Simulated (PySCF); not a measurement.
This PySCF input asks for the NMR shieldings of `O=CC1COBOC1`, C4H7BO3; the geometry comes from PBE0-D3(BJ)/def2-SVP.

```python
import basis_set_exchange as bse
import numpy as np
from pyscf import gto, dft
from pyscf.prop import nmr

atoms = """
O     2.878191    0.067282   -0.943348
C     2.009761   -0.159994   -0.147281
C     0.535113   -0.019232   -0.425223
C    -0.245880   -1.243908    0.043274
O    -1.635502   -1.050286   -0.055819
B    -2.169802    0.197227    0.004552
O    -1.410359    1.310863    0.175585
C    -0.012640    1.216622    0.292878
H     2.259858   -0.485187    0.899276
H     0.412922    0.114276   -1.512163
H     0.014817   -1.477366    1.092566
H     0.017531   -2.125956   -0.561025
H    -3.362116    0.321845   -0.100912
H     0.430607    2.129794   -0.132612
H     0.261769    1.185273    1.363904
"""
names = dict.fromkeys(["O", "C", "B", "H"], "pcSseg-1")
basis = {el: gto.basis.parse(bse.get_basis(n, elements=[el], fmt="nwchem")) for el, n in names.items()}
mol = gto.M(atom=atoms, basis=basis, charge=0, verbose=0)
mf = dft.RKS(mol, xc="PBE0")
mf.grids.level = 2
mf.grids.alignment = dft.numint.BLKSIZE   # the property module wants whole blocks of grid points
mf.conv_tol = 1e-9
mf.kernel()

calc = nmr.RKS(mf)   # GIAO
C = mf.mo_coeff
Co = C[:, mf.mo_occ > 0]
resp = mf.gen_response(singlet=True, hermi=2)
def vind(x):   # induced exchange potential for any number of trial vectors
    d = np.einsum("pi,xij,qj->xpq", C, 2 * x.reshape(-1, C.shape[1], Co.shape[1]), Co, optimize=True)
    return np.einsum("xpq,pi,qj->xij", resp(d - d.transpose(0, 2, 1)), C, Co, optimize=True).ravel()
mo1, _ = nmr.rhf.solve_mo1(calc, with_cphf=vind)
sigma = calc.kernel(mo1)
for i, s in enumerate(sigma):   # ppm
    print("%2d %-2s %9.2f" % (i, mol.atom_pure_symbol(i), np.trace(s) / 3))
```

Task: What are the results?

Result: 
```
 0 O    -410.20
 1 C     -17.66
 2 C     131.34
 3 C     123.70
 4 O     217.01
 5 B      77.47
 6 O     214.25
 7 C     124.29
 8 H      21.78
 9 H      28.74
10 H      27.05
11 H      27.31
12 H      27.14
13 H      27.46
14 H      27.27
```

These numbers come from an equivalent density-fitted implementation of the same equations, which agrees with the script to about 0.01 ppm for H and up to a few tenths of a ppm for heavy atoms, so last digits may differ.

Task: Turn these shieldings into chemical shifts. δ = σ(ref) − σ, references computed at the same level: ¹⁷O (334.56 ppm) vs H2O; TMS for ¹³C (184.41 ppm), ¹H (31.27 ppm); ¹¹B (100.73 ppm) vs BF3·OEt2.

Result: Averaging equivalent atoms: O 0: 744.8; O 4/6: 118.9; C 1: 202.1; C 3/7: 60.4; C 2: 53.1; B 5: 23.3; H 8: 9.49; H 12: 4.13; H 10/14: 4.11; H 11/13: 3.88; H 9: 2.53 ppm. Unscaled 17O shifts of doubly bonded oxygen tend to come out too high, by tens of ppm or more. Experimental scales use liquid or dissolved standards, which lie at an offset from isolated H2O (liquid H2O: subtract about 36 ppm).

Size and cost of the density-fitted run: 171 basis functions, 85 s wall time on 1 thread of an Intel Xeon, shared host; peak memory 0.81 GiB.
